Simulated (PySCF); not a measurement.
From computed data to an observable: chemical shift, span and skew from a shielding tensor

C₅H₄BF, SMILES C#C[C@@H]1C=CB1F. Atoms are numbered in the order given.

```xyz
11

C      2.3311    -1.3228    -0.5293
C      1.2678    -1.0037    -0.0409
C     -0.0117    -0.5980     0.5157
C     -1.2606    -0.8216    -0.3595
C     -1.7710     0.4322    -0.4533
B     -0.5172     0.9275     0.2925
F      0.0416     2.0930     0.5473
H      3.2750    -1.6044    -0.9557
H     -0.1369    -0.9884     1.5416
H     -1.5884    -1.7710    -0.8038
H     -2.6716     0.7733    -0.9657
```

Geometry: B3LYP-D3(BJ)/def2-SVP. The structure was generated by enumeration; whether it is a known compound was not checked.

GIAO shieldings from PySCF with B3LYP/pcSseg-1, non-relativistic, no solvent. The symmetric part of the tensor of C1 has the principal values 33.3, 38.2, 242.4 ppm. The same nucleus in TMS has σ = 181.3 ppm at this level (PySCF, at its B3LYP-D3(BJ)/def2-TZVP geometry).

Question: Work out the isotropic shielding, the ¹³C shift against TMS, the span and the skew.

Answer: 
σ(iso) = (σ11 + σ22 + σ33)/3 = 104.6 ppm. δ = σ(ref) − σ(iso) = 181.3 − (104.6) = 76.7 ppm.
Span Ω = σ33 − σ11 = 209.1 ppm. Skew κ = 3(σ(iso) − σ22)/Ω = 0.95. Tumbling in solution averages the tensor to δ; in a static solid the shielding alone would spread this spin-1/2 line over Ω.
